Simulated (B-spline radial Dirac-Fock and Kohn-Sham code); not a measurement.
# Magnetic form factor of the 4d shell of Zr³⁺

System: Zr³⁺ in the configuration 1s2 2s2 2p6 3s2 3p6 3d10 4s2 4p6 4d1, inside a Watson sphere of charge -3 and radius 2 Å (a model of the Madelung potential; inside it an electron's potential energy is raised by 21.6 eV).

Input of the calculation (task.json; shells as n, l, electrons):

```json
{"items": [{
  "Z": 40,
  "q": 3,
  "cfg": [[1, 0, 2], [2, 0, 2], [2, 1, 6], [3, 0, 2], [3, 1, 6], [3, 2, 10], [4, 0, 2], [4, 1, 6], [4, 2, 1]],
  "A": 90,
  "rrms": 4.2694,
  "watson": [-3, 2.0],
  "do": ["scatter"],
  "s": [0.0, 0.06, 0.08, 0.1, 0.12, 0.15, 0.18, 0.22, 0.27, 0.34, 0.42, 0.52, 0.64, 0.79, 0.98, 1.21, 1.49, 1.85, 2.28, 2.82, 3.48, 4.31, 5.32],
  "pz": [0, 0.1, 0.13, 0.18, 0.24, 0.33, 0.44, 0.6, 0.8, 1.1, 1.5, 2.0, 2.6, 3.6, 4.8, 6.4, 8.7, 12.0, 16.0, 21.0, 28.0],
  "hv_scatter": [1000, 5000, 8047.8, 10000, 17479.3, 20000, 50000, 200000]
}]}
```

Run with: `python xray_run.py task.json out`

These are calculated numbers from a radial atomic solver; the model is configuration-average Dirac-Fock orbitals. ⟨j_K⟩ is the integral of the 4d radial density with the spherical Bessel function j_K(4πsr), s = sin θ/λ.

```
s (Å⁻¹)     ⟨j0⟩     ⟨j2⟩     ⟨j4⟩
      0   1.0000   0.0000   0.0000
   0.06   0.8978   0.0399   0.0007
   0.08   0.8260   0.0666   0.0022
    0.1   0.7423   0.0962   0.0048
   0.12   0.6517   0.1262   0.0091
   0.15   0.5128   0.1671   0.0187
   0.18   0.3815   0.1982   0.0317
   0.22   0.2325   0.2203   0.0526
   0.27   0.0990   0.2177   0.0788
   0.34   0.0014   0.1767   0.1052
   0.42  -0.0283   0.1137   0.1129
   0.52  -0.0167   0.0503   0.0967
   0.64   0.0060   0.0101   0.0642
   0.79   0.0198  -0.0043   0.0300
   0.98   0.0193  -0.0014   0.0070
   1.21   0.0111   0.0055  -0.0010
   1.49   0.0035   0.0085   0.0000
```

Radial moments of the shell: ⟨r²⟩ = 4.076, ⟨r⁴⟩ = 29.68, ⟨r⁶⟩ = 367.1 in powers of bohr.
